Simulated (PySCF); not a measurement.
## Molecular orbitals of BiF

PBEsol at R = 2.054 Å; PySCF, scalar-relativistic core potentials, basis sets Bi def2-SVP with ECP60, F def2-SVP. State: ³Σ⁻ (triplet), unpaired electrons π ↑↑. Only the outer orbitals are listed, counted within each symmetry, core potentials removing the inner ones.

| spin | orbital | occ. | ε (eV) | on Bi (%) | main shells (%) |
| --- | --- | --- | --- | --- | --- |
| α | 6σ | 1 | -15.16 | 91 | 91 Bi s |
| α | 7σ | 1 | -9.00 | 26 | 73 F p, 19 Bi p |
| α | 3π | 1 | -8.33 | 13 | 87 F p, 12 Bi p |
| α | 3π | 1 | -8.33 | 13 | 87 F p, 12 Bi p |
| α | 4π | 1 | -4.92 | 89 | 88 Bi p, 11 F p |
| α | 4π | 1 | -4.92 | 89 | 88 Bi p, 11 F p |
| α | 8σ | 0 | -2.45 | 87 | 81 Bi p, 14 F p |
| α | 9σ | 0 | 4.00 | 101 | 97 Bi s |
| α | 5π | 0 | 6.40 | 100 | 98 Bi p |
| β | 5σ | 1 | -25.55 | 34 | 66 F s, 31 Bi d |
| β | 6σ | 1 | -14.21 | 89 | 89 Bi s, 8 F p |
| β | 7σ | 1 | -8.74 | 26 | 74 F p, 17 Bi p, 8 Bi s |
| β | 3π | 1 | -7.98 | 8 | 92 F p |
| β | 3π | 1 | -7.98 | 8 | 92 F p |
| β | 4π | 0 | -3.47 | 93 | 93 Bi p |
| β | 4π | 0 | -3.47 | 93 | 93 Bi p |
| β | 8σ | 0 | -1.78 | 89 | 83 Bi p, 12 F p |

**Question.** Which are the highest filled and the lowest empty level, where do they sit, and how wide is the gap?

**Answer.** Highest filled α 4π at -4.92 eV (in %: 88 Bi p, 11 F p); lowest empty β 4π at -3.47 eV (in %: 93 Bi p); the gap at PBEsol is 1.45 eV. Both belong to one degenerate shell, split only by its one-sided filling, so this is no excitation gap.

```
bond order (Mayer)                              : 0.99
⟨S²⟩                                            : 2.002
charge on Bi (Mulliken, basis-dependent)        : 0.40
charge on Bi (Löwdin, basis-dependent)          : 0.32
dipole moment (positive dipole means Bi(−)F(+)) : -2.89 D
```

Shares are Mulliken populations and can fall outside 0 to 100 %.

These are scalar-relativistic numbers at best; spin–orbit coupling would shift them, the dissociation energy most. The state is the lowest determinant that a PBE0 search found; another state may lie lower at other levels.
